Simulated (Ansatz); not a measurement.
One change: `[SiH3][O][Ge][O][SiH3]` becomes `[F][Ge][O][SiH3]`.

Ansatz, PBE0-D4/def2-TZVP geometries, multiplicity 1. Each molecule was computed in one conformer, which needn't be the lowest.

Scalar relativity is left out up to krypton.

| property | `[SiH3][O][Ge][O][SiH3]` |
| --- | --- |
| HOMO–LUMO gap (PBE/def2-TZVPP) / eV | 3.95 |
| size of the dipole moment (ωB97M-V/def2-TZVPP) / D | 1.27 |
| HOMO–LUMO gap (PBE0/def2-TZVPP) / eV | 5.92 |
| size of the dipole moment (PBE/def2-TZVPP) / D | 1.10 |
| HOMO–LUMO gap (ωB97M-V/def2-TZVPP) / eV | 10.10 |
| HOMO energy (B3LYP/def2-TZVPP) / eV | -7.80 |

What does the change do to each property? (An estimate is asked.)

Computed: 
```json
{"property": "HOMO–LUMO gap (PBE/def2-TZVPP) / eV", "`[F][Ge][O][SiH3]`": "4.26", "shift": "0.31"}
{"property": "size of the dipole moment (ωB97M-V/def2-TZVPP) / D", "`[F][Ge][O][SiH3]`": "1.57", "shift": "0.30"}
{"property": "HOMO–LUMO gap (PBE0/def2-TZVPP) / eV", "`[F][Ge][O][SiH3]`": "6.26", "shift": "0.34"}
{"property": "size of the dipole moment (PBE/def2-TZVPP) / D", "`[F][Ge][O][SiH3]`": "1.38", "shift": "0.28"}
{"property": "HOMO–LUMO gap (ωB97M-V/def2-TZVPP) / eV", "`[F][Ge][O][SiH3]`": "10.49", "shift": "0.39"}
{"property": "HOMO energy (B3LYP/def2-TZVPP) / eV", "`[F][Ge][O][SiH3]`": "-8.37", "shift": "-0.57"}
```

With PBE0 the HOMO falls by 0.56 eV and the LUMO falls by 0.22 eV, so the gap widens by about 0.34 eV. PBE moves the HOMO by -0.52 eV and ωB97M-V by -0.57 eV. The zero-point energy changes by -72.2 kJ/mol with -12 modes. Dipoles are sizes alone; their direction can turn.

B3LYP here is the variant with VWN-RPA as its local correlation; programs differ in this.
